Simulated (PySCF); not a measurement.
SMILES Fc1ccc(F)cc1 (GFN2-xTB optimised geometry):

```
12

F      2.708     0.000     0.000
C      1.360     0.000     0.000
C      0.692    -1.212     0.000
C     -0.692    -1.212     0.000
C     -1.360     0.000     0.000
F     -2.708     0.000     0.000
C     -0.692     1.212     0.000
C      0.692     1.212     0.000
H      1.251    -2.133     0.000
H     -1.251    -2.134     0.000
H     -1.251     2.133     0.000
H      1.250     2.134     0.000
```

Level of theory: PBE/def2-TZVP in PySCF.

Problem. What are the frontier orbital energies and the dipole moment?

Solution. HOMO-2 -8.46 eV, HOMO-1 -6.93 eV, HOMO -6.03 eV, LUMO -1.68 eV, LUMO+1 -1.06 eV; dipole moment 0.00 D.

Meta-Löwdin charges at PBE/def2-TZVP: F1 -0.25, C2 0.27, C3 -0.15, C4 -0.15, C5 0.27, F6 -0.25, C7 -0.15, C8 -0.15, H9 0.14, H10 0.14, H11 0.14, H12 0.14.
